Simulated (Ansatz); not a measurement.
Input and output for `[SiH2]O[SiH2]Cl` radical.

```yaml
crystal:
  periodic: [false, false, false]
  atoms:
    - {symbol: Si, position_ang: [-0.245815, 1.404235, -1.128556]}
    - {symbol: O, position_ang: [0.216854, 0.504240, 0.169445]}
    - {symbol: Si, position_ang: [-0.007888, -0.859404, 1.019680]}
    - {symbol: Cl, position_ang: [-0.588951, -2.382937, -0.225123]}
    - {symbol: H, position_ang: [-0.120245, 0.593018, -2.373204]}
    - {symbol: H, position_ang: [0.648028, 2.594018, -1.177487]}
    - {symbol: H, position_ang: [-1.083303, -0.666825, 2.015286]}
    - {symbol: H, position_ang: [1.273420, -1.243545, 1.644259]}
basis:
  gaussian: {orbitals: STO-3G, nuclear_model: gaussian}
magnetization: {spin_polarized: true, initial_magnetization: 1}
hamiltonian: {xc: {name: PBE0}, dispersion: d3bj}
accuracy: high
output: {forces: true}
```

```sh
$ ansatz run in.yaml --threads 4 --pin off --events-out ev --progress --plain --max-ram 10444MiB
```

Output, abridged:

```
Functional definition: PBE0
712 factors; integrals over basis functions are off by at most 6.1e-9 eV
mean field evaluation 1: about -30028.3241 eV, gradient 1.9e1 eV
mean field evaluation 2: about -30028.2471 eV, gradient 2.2e1 eV
mean field evaluation 4: about -30031.0136 eV, gradient 4.1e-1 eV
mean field evaluation 8: about -30030.9799 eV, gradient 5.7e-3 eV
mean field evaluation 16: about -30030.9799 eV, gradient 4.8e-7 eV
mean field -30030.97991723 eV, -1103.6181562288 hartree, gradient 4.3e-8 eV, S^2 0.750715; 0 other end points of the search recorded, 0 dependent functions left out
reference -30030.97991898 eV, -1103.6181562933 hartree; 29, 28 occupied and 7, 8 virtual orbitals, 712 factors
Total energy: -30031.16263547 eV, -1103.6248710004 hartree
Atom 0 at    -0.245815     1.404235    -1.128556 Å, force    -0.748632     0.484078    -0.993308 eV/Å
Atom 1 at     0.216854     0.504240     0.169445 Å, force     0.926830     0.217450     0.486006 eV/Å
Atom 2 at    -0.007888    -0.859404     1.019680 Å, force     0.225763     0.925689     1.273367 eV/Å
Atom 3 at    -0.588951    -2.382937    -0.225123 Å, force    -0.415716    -1.151029    -0.779758 eV/Å
Atom 4 at    -0.120245     0.593018    -2.373204 Å, force     0.274131     0.381994     0.626031 eV/Å
Atom 5 at     0.648028     2.594018    -1.177487 Å, force    -0.148568    -0.819997     0.025535 eV/Å
Atom 6 at    -1.083303    -0.666825     2.015286 Å, force     0.503746    -0.190559    -0.391267 eV/Å
Atom 7 at     1.273420    -1.243545     1.644259 Å, force    -0.617553     0.152374    -0.246607 eV/Å
Dipole moment:     0.044102     0.422335     0.293565 e Å
```

Hardware: 4 threads of an Arm Neoverse V1 on a shared host. Wall time 2 s, peak host memory 0.42 GiB.
